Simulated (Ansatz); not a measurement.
```xyz
15

C    -1.3611    0.5237    1.1277
Al   -0.2494   -0.7938    0.1944
C    -0.4832   -2.7092    0.4294
S     1.3473   -0.1821   -1.1755
B     1.4056    1.6697   -1.1915
O     0.5585    2.4974   -0.5322
O     2.3768    2.2686   -1.9286
H    -0.7878    1.1890    1.7826
H    -1.9523    1.1507    0.4504
H    -2.0779   -0.0010    1.7662
H     0.1236   -3.2923   -0.2663
H    -0.2037   -3.0080    1.4455
H    -1.5301   -2.9995    0.2954
H    -0.1184    2.0439   -0.0260
H     2.9521    1.6426   -2.3716
```

Total charge 0; spin multiplicity 1.

Problem. List the ωB97M-V/def2-TZVPP orbital energies in eV (Ansatz). (Estimate.)

Solution. The calculation gave: Occupied: -2426.08, -1532.17, -526.35, -526.32, -281.16, -280.83, -220.13, -189.44, -163.20, -163.14, -163.12, -116.78, -76.45, -76.29, -76.22, -31.85, -31.07, -22.57, -22.19, -21.83, -19.21, -16.48, -15.17, -14.37, -14.14, -13.91, -13.83, -13.63, -13.53, -13.13, -11.79, -11.35, -10.51, -10.25, -9.85. Lowest empty: 0.77, 1.18, 2.33, 2.68, 3.19, 3.33, 3.37, 3.96.
